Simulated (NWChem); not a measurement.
Molecule: TeClF; SMILES F[Te]Cl

Program: NWChem. def2 effective core potentials on Te; no spin-orbit coupling. Each level has its own optimisation; frequencies are unscaled.

For level B3LYP/3-21G (all-electron, non-relativistic):

```
Item                               Value
---------------------------------  -----
r Cl–Te (Å)                        2.503
highest harmonic frequency (cm⁻¹)    615
lowest (cm⁻¹)                        146
```

Estimate the same quantities for level PBE0/def2-SVP (core potentials).


- r Cl–Te (Å) = 2.350
- highest harmonic frequency (cm⁻¹) = 636
- lowest (cm⁻¹) = 162
